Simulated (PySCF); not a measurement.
**O²⁺ (oxygen, charge +2) across methods**

[He] 2s2 2p1 3s1, high-spin 3P determinant (an excited configuration). Computed with PySCF 2.14 in aug-cc-pwCVQZ (9s8p6d4f2g, 109 functions), with the non-relativistic Hamiltonian (point nucleus).

```
   method  E (hartree)  mean ε 2s β (eV)  mean ε 2p α (eV)  mean ε 3s α (eV)  Σ⟨r²⟩ (bohr²)   ⟨S²⟩
     PBE0     -71.9874           -69.377           -59.089           -19.556          13.10  2.001
      PBE     -71.9781           -67.054           -56.090           -18.807          13.04  2.001
   r2SCAN     -72.0061           -67.610           -57.350           -18.848          13.19  2.002
   revPBE     -72.0460           -67.083           -56.073           -18.803          13.03  2.001
      UHF    -71.88286           -74.981           -67.637           -21.355          13.47  2.003
BHandHLYP     -72.0533           -71.640           -62.211           -20.117          13.13  2.002
     TPSS     -72.0686           -67.382           -56.831           -18.786          13.05  2.001
```

(1) Estimate the same row for LDA.

The outer electron is Rydberg-like, and this basis confines it to a smaller radius and binds it less than a complete one would.

Results:

(1) E (hartree) = -71.4784; mean ε 2s β (eV) = -66.836; mean ε 2p α (eV) = -55.778; mean ε 3s α (eV) = -18.780; Σ⟨r²⟩ (bohr²) = 13.08; ⟨S²⟩ = 2.000.
